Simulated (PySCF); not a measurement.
Species: C6H9NO.
SMILES: `C=CC(C=C)C(N)=O`

Theory: TDDFT PBE0/def2-SVPD, vertical, gas phase, core orbitals frozen in the response in PySCF 2.14.0, density-fitted response routines. The structure is a single GFN2-xTB conformer in the gas phase; no vibrational or solvent corrections. Torsions of this conformer, `[CH2:1]=[CH:2][CH:3]([CH:4]=[CH2:5])[C:6]([NH2:7])=[O:8]`: C1–C2–C3–C4 -118°, C2–C3–C4–C5 118°, C2–C3–C6–N7 -121°, H–N7–C6–C3 180°, H–N7–C6–C3 0°.

List the vertical singlet excitations with oscillator strengths and describe the spectrum.

```tsv
state	E (eV)	λ (nm)	ν̃ (cm⁻¹)	f	symmetry	main configurations (H = HOMO, L = LUMO)
S1	5.59	221.7	45110	0.0073	A″	H→L+1 (83%)
S2	6.04	205.1	48760	0.041	A′	H→L (93%)
S3	6.52	190.0	52620	0.137	A″	H-1→L (79%), H-3→L+1 (13%)
S4	6.68	185.6	53890	0.032	A′	H-1→L+1 (77%), H-3→L (16%)
S5	6.74	183.9	54370	0.0001	–	H→L+2 (92%)
S6	6.85	181.0	55260	0.0010	–	H-2→L (99%)
```

Triplets (Tamm–Dancoff): T1 4.35 eV, H-1→L (69%), H→L+1 (14%); T2 4.44 eV, H→L (36%), H-1→L+1 (25%), H-3→L (23%).

The lowest singlet comes at 222 nm (540 kJ/mol) in the ultraviolet; it is weak; its leading configuration is HOMO→LUMO+1 (83%). The most intense listed level is S3 at 6.52 eV (190 nm, f = 0.137), 0.93 eV above S1. Löwdin shares by element: HOMO oxygen 42%, carbon 28% or more (atoms not listed hold the other 31%); LUMO carbon 73% or more (atoms not listed hold the other 27%). Orbital energies (eV): HOMO-3 -8.38, HOMO-2 -8.10, HOMO-1 -7.57, HOMO -7.28, LUMO -0.22, LUMO+1 0.12, LUMO+2 0.51. The oscillator strengths of these states sum to 0.218; summed over the whole spectrum of an exact calculation they would give the number of electrons, 60 (Thomas–Reiche–Kuhn). The listed states span 1.26 eV, and the widest gap between neighbours is 0.48 eV (S2 to S3). Symmetry labels in Cs follow from the direction of the transition dipole and are given only for states with f of 0.002 or more. The window holds the lowest 6 singlets.
